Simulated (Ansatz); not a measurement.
C2H7BF3N, SMILES `C[NH+](C)[B-](F)(F)F`, relaxed with RKS PBE-D4/def2-SVP in Ansatz 0.2.0 from a rough embedded geometry. The force threshold is 0.03 eV/Å; the program also tests the step.

Charge 0, multiplicity 1.

Start:

```xyz
14

C    -0.055   -1.038    0.948
N     0.138    0.262    0.294
C    -1.161    0.775   -0.089
B     1.034    0.175   -0.978
F     1.235    1.533   -1.538
F     2.418   -0.274   -0.524
F     0.549   -0.731   -1.953
H     0.976   -1.440    1.257
H    -0.651   -1.024    1.861
H    -0.439   -1.826    0.264
H     0.549    0.914    1.007
H    -1.869    0.824    0.800
H    -1.627    0.084   -0.831
H    -1.096    1.766   -0.514
```

**Question.** By how much does the energy fall, and how many steps does the optimiser take? (Estimate.)

**Answer.** Computed: 0.83 eV, in 5 steps.

**Question.** Which bonds change most? (Estimate.)

**Answer.** The calculation gave: B4–F6 from 1.524 to 1.383 Å; N2–B4 from 1.559 to 1.688 Å; B4–F5 from 1.483 to 1.383 Å; C1–H8 from 1.149 to 1.104 Å.

**Question.** Give the relaxed structure. (Estimate.)

**Answer.** The calculation gave: 
```xyz
14

C     0.005   -1.088    0.966
N     0.096    0.233    0.306
C    -1.218    0.791   -0.082
B     1.139    0.171   -1.020
F     1.182    1.475   -1.480
F     2.336   -0.273   -0.489
F     0.544   -0.717   -1.896
H     1.025   -1.411    1.237
H    -0.642   -1.046    1.865
H    -0.410   -1.807    0.236
H     0.558    0.894    0.950
H    -1.895    0.877    0.791
H    -1.665    0.120   -0.839
H    -1.053    1.780   -0.544
```
